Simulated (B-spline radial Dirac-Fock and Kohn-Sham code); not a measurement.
# Re⁴⁺: photoemission with 540 eV photons

System: the Re⁴⁺ ion, configuration [Xe] 4f14 5d3.

The computed values come from a radial finite-basis atomic code: the independent-particle Dirac-Slater model, thresholds from Dirac-Fock. The asymmetry parameter β is from the dipole term alone. Kinetic energies are from the vacuum level. Open shells are spread statistically over j, without multiplet splitting.

The last column is dσ/dΩ = σ/(4π) · [1 + β P₂(cos θ)] at θ = 0° from the polarisation vector of linearly polarised light.

| subshell | electrons | binding (eV) | kinetic (eV) | σ (kb) | β | dσ/dΩ (kb/sr) |
| --- | --- | --- | --- | --- | --- | --- |
| 4p3/2 | 4 | 509.6 | 30.38 | 229 | -0.40 | 11.0 |
| 4d3/2 | 4 | 334.4 | 205.6 | 243 | -0.19 | 15.7 |
| 4d5/2 | 6 | 321.0 | 219.0 | 398 | 0.11 | 35.2 |
| 4f5/2 | 6 | 98.82 | 441.2 | 968 | 0.73 | 133 |
| 4f7/2 | 8 | 96.43 | 443.6 | 1260 | 0.75 | 175 |
| 5s | 2 | 142.9 | 397.1 | 24.6 | 1.84 | 5.57 |
| 5p1/2 | 2 | 107.5 | 432.5 | 17.6 | 1.05 | 2.87 |
| 5p3/2 | 4 | 96.00 | 444.0 | 52.5 | 1.07 | 8.64 |
| 5d3/2 | 1.2 | 52.11 | 487.9 | 10.6 | 0.62 | 1.37 |
| 5d5/2 | 1.8 | 51.01 | 489.0 | 16.3 | 0.83 | 2.38 |

Branching ratios of the spin-orbit partners (statistical value in brackets): 4d 1.64 (1.50), 4f 1.30 (1.33), 5p 2.98 (2.00), 5d 1.53 (1.50).

Run: 6.9 s of CPU time on 1 thread of Intel(R) Xeon(R) Platinum 8488C (shared host), peak memory 0.45 GiB.
